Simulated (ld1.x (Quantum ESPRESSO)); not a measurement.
## LDA (PZ) TM dataset for scandium, scalar-relativistic all-electron reference.

ld1.x (Quantum ESPRESSO) 7.5 input, shortened:

```
&input
   title='Sc', zed=21., rel=1, dft='PZ', iswitch=3,
   config='[Ar] 3d1 4s0.5 4p0'
 /
 &inputp
   pseudotype=2, tm=.true., lloc=1,
   nlcc=.true., new_core_ps=.true., rcore=0.90
 /
3
4S  1  0   0.50   0.00  2.55  2.55  0.0
3D  3  2   1.00   0.00  1.75  1.75  0.0
3P  2  1   6.00   0.00  1.70  1.70  0.0
 &test
   configts(1)='3p6 3d1 4s0.5 4p0'
 /
```

Results:

- Cutoffs needed: 55 Ry and 70 Ry (the cutoffs (Ry, on a coarse ladder) from which the occupation-weighted sum of valence levels, in a spherical-Bessel basis at the reference potential, stays within 10 and 1 mRy of its value at 400 Ry)
- Ghost test: ghost state, extra bound levels that the all-electron valence spectrum of the same l lacks: s at -58.0 eV; a true bound ghost makes a file unfit for plane-wave use (spherical-Bessel basis up to 400 Ry, 20 bohr box)
- Largest excitation error: -40 meV (all-electron minus pseudo) for 3p6 3d2 4s0 4p0, out of 7 test configurations

Generation and tests took about 1.8 s on one core of a shared server CPU.
